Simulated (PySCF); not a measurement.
Estimate the missing entries of this data sheet.

Compound: C8H16OP (charge +1).
SMILES with atom numbers: `[CH3:1]/[CH:2]=[CH:3]\[P@@H+:4]([CH2:5][CH3:6])[CH2:7][C:8]([CH3:9])=[O:10]` (hydrogens: H11, H12, H13 on C1; H14 on C2; H15 on C3; H16 on P4; H17, H18 on C5; H19, H20, H21 on C6; H22, H23 on C7; H24, H25, H26 on C9)

Conformer (atom-mapped SMILES and torsion angles): `[CH3:1]/[CH:2]=[CH:3]\[P@@H+:4]([CH2:5][CH3:6])[CH2:7][C:8]([CH3:9])=[O:10]`: C2–C3–P4–C5 133°, C3–P4–C5–C6 -178°, C3–P4–C7–C8 70°, P4–C7–C8–C9 -177°.

| property | level | value |
| --- | --- | --- |
| point group | PBE0-D3(BJ)/def2-SVP | ? |
| rotational constants A, B, C | PBE0-D3(BJ)/def2-SVP | 1.082, 0.940, 0.568 GHz |
| HOMO energy | PBE0/pcSseg-1 | ? |
| LUMO energy | PBE0/pcSseg-1 | ? |
| 13C chemical shifts (computed TMS as zero) by class | GIAO PBE0/pcSseg-1 | ? |
| 1H chemical shifts (computed TMS as zero) by class | GIAO PBE0/pcSseg-1 | ? |
| isotropic shieldings of nuclei other than C and H, by class | GIAO PBE0/pcSseg-1 | ? |

Electronic properties: PySCF, gas phase, density fitting. Geometry: PBE0-D3(BJ)/def2-SVP, one conformer, isolated ion. NMR classes are plain means over equivalent atoms (diastereotopic ones count apart unless rotation or inversion swaps them), as if these changed places fast; in this geometry the members of some classes differ.

Question: The LUMO energy?

Answer: -4.89 eV.

Question: What is the HOMO energy?

Answer: -11.59 eV.

Question: The 1H chemical shifts (computed TMS as zero) by class?

Answer: 7.68 (H14), 6.43 (H16), 5.21 (H15), 3.40 (H23), 2.94 (H22), 2.67 (H11/H12/H13), 2.64 (H24/H25/H26), 2.07 (H18), 1.99 (H17), 1.44 (H19/H20/H21) ppm.

Question: Give the 13C chemical shifts (computed TMS as zero) by class.

Answer: 207.2 (C8), 179.4 (C2), 102.8 (C3), 37.7 (C7), 31.8 (C9), 23.2 (C1), 16.2 (C5), 8.4 (C6) ppm.

Question: What is the point group?

Answer: C1.

Question: The isotropic shieldings of nuclei other than C and H, by class?

Answer: -353 (O10), 347 (P4) ppm.

With B = h/(8π²I), that is 505.379 GHz u Å² over I, the principal moments of inertia are 467.0, 537.7 and 890.4 u Å² (most abundant isotopes). The rotational constants make it an asymmetric top with κ = (2B − A − C)/(A − C) = 0.45, nearer the oblate limit (+1).
